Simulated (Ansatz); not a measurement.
Spin states of CrI4 (SMILES [I][Cr]([I])([I])[I]), each relaxed at B3LYP-D3(BJ)/def2-TZVP; lowest solutions found, singlets restricted, no spin–orbit coupling, no relativity up to Kr.
Multiplicity 3 (charge 0, multiplicity 3):
```
atom    x (Å)    y (Å)    z (Å)
----  -------  -------  -------
Cr    -0.0107   0.0060  -0.0114
I      1.6377   1.2037  -1.4369
I      1.1833  -1.1781   1.8205
I     -1.2557  -1.6453  -1.3925
I     -1.6084   1.6435   0.9631
```
Multiplicity 1 (charge 0, multiplicity 1):
```xyz
5

Cr    -0.00966     0.00673    -0.01141
I      1.60678     1.16433    -1.46309
I      1.14543    -1.13964     1.83597
I     -1.21703    -1.61323    -1.41844
I     -1.57930     1.61155     0.99975
```

Codes used: Ansatz (a quantum-chemistry and plane-wave program) with Gaussian orbitals.  In def2 rows elements past Kr take small-core potentials, without spin–orbit coupling.

The energy of multiplicity 1 less that of multiplicity 3 (kcal/mol) and the share of exact exchange:

```tsv
functional	exact exchange (%)	value
PBE/def2-TZVPP	0	31.49
PBE0/def2-TZVPP	25	42.03
BLYP/def2-TZVPP	0	30.36
B3LYP/def2-TZVPP	20	37.40
r2SCAN/def2-TZVPP	0	39.96
r2SCANh/def2-TZVPP	10	43.64
```

Q: Take the value as linear in the share of exact exchange along PBE and PBE0. Give the slope, say whether the sign turns, and set the other functionals against that line.

A: 
Slope: (42.03 − (31.49))/2.5 = 4.21 kcal/mol for each 10 %. The line keeps its sign from 0 to 100 %. At 50 % it gives 52.6 kcal/mol. B3LYP, at 20 %, lies -2.5 from the PBE line. r2SCAN, with none, stands 8.5 from PBE. The r2SCAN pair gives 3.69 for 10 %.

Doubts at one or more of the structures used: a spin-contaminated determinant (PBE0/def2-TZVPP, B3LYP/def2-TZVPP, r2SCAN/def2-TZVPP, r2SCANh/def2-TZVPP).
